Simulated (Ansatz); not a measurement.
Basis-set series for ClFGaH$_{3}$Si (`[F][Ga]([SiH3])[Cl]`). Total charge 0; spin multiplicity 1. The geometry is a stationary point of PBE0-D4/def2-TZVP.

```xyz
7

F    -1.403    0.693    2.139
Ga   -0.678    0.902    0.557
Si    0.603   -0.842   -0.463
Cl   -1.095    2.835   -0.255
H     1.076   -0.393   -1.794
H     1.758   -1.153    0.416
H    -0.261   -2.042   -0.601
```

```csv
functional,basis,functions,energy (Eh),HOMO (eV),LUMO (eV)
PBE0-D4,def2-SVP,97,-2775.11402,-8.63,-1.77
PBE0-D4,def2-TZVPP,205,-2775.74680,-8.68,-1.90
ωB97M-V,def2-SVP,97,-2775.55307,-10.65,0.06
ωB97M-V,def2-TZVPP,205,-2776.18634,-10.74,-0.13
```

Task: Give the rows for def2-QZVPP. (Best estimate.)

Result: Ansatz gave: 
```json
{"functional": "PBE0-D4", "basis": "def2-QZVPP", "functions": "376", "energy (Eh)": "-2775.81943", "HOMO (eV)": "-8.71", "LUMO (eV)": "-1.94"}
{"functional": "ωB97M-V", "basis": "def2-QZVPP", "functions": "376", "energy (Eh)": "-2776.25607", "HOMO (eV)": "-10.77", "LUMO (eV)": "-0.23"}
```

Scalar relativity is left out up to krypton.
